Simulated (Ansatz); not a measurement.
Reactions of AlBF₂H₂O (`O[B](F)[AlH][F]`).

Gas-phase electronic energies from Ansatz, PBE0-D4/def2-TZVP geometries. CCSD(T)/CBS adds triple-zeta CCSD(T) − MP2 to the extrapolated MP2 energy (def2 sets, frozen cores). This one scheme is used for every species. DFT in def2-TZVPP. B3LYP here is the variant with VWN-RPA as its local correlation; programs differ in this. For Br, Ge outer-core shells are correlated without core-valence functions, which leaves a few kJ/mol of doubt a bond. Scalar relativity is left out up to krypton. Each species was taken in one conformer, which may not be the lowest.

```tsv
reaction	ωB97M-V (eV)	B3LYP-D4 (eV)	CCSD(T)/CBS(def2) (eV)
`O[B](F)[AlH][F]` + `C=C(O)[SiH3]` → `C=C([SiH3])[O][AlH][F]` + `OBF`	-1.77	-1.81	-1.79
`O[B](F)[AlH][F]` + `[SiH3]P[SiH3]` → `O[BH][AlH][F]` + `F[SiH2]P[SiH3]`	0.36	0.36	0.31
`O[B](F)[AlH][F]` + `CNC` → `CN(C)B(O)F` + `[F][AlH2]`	-1.38	-1.36	-1.36
`O[B](F)[AlH][F]` + H₂ → `[F][AlH2]` + `OBF`	-0.56	-0.53	-0.54
`O[B](F)[AlH][F]` + CH₄ → `CB(O)F` + `[F][AlH2]`	-0.41	-0.34	-0.37
`O[B](F)[AlH][F]` + `N[SiH2]N` → `N[SiH2][NH][AlH][F]` + `OBF`	-1.44	-1.43	-1.46
`O[B](F)[AlH][F]` + `[SiH3]S` → `[F][AlH][S][SiH3]` + `OBF`	-1.61	-1.58	-1.64
`O[B](F)[AlH][F]` + `C=O` → `O=[CH][AlH][F]` + `OBF`	-0.17	-0.16	-0.15
`O[B](F)[AlH][F]` + `[NH2][GeH3]` → `OB(F)[NH][GeH3]` + `[F][AlH2]`	-1.50	-1.47	-1.48
`O[B](F)[AlH][F]` + HBr → `OB(F)Br` + `[F][AlH2]`	-1.05	-1.01	-1.04
```

Largest T1 diagnostic: 0.015, for `C=O`.
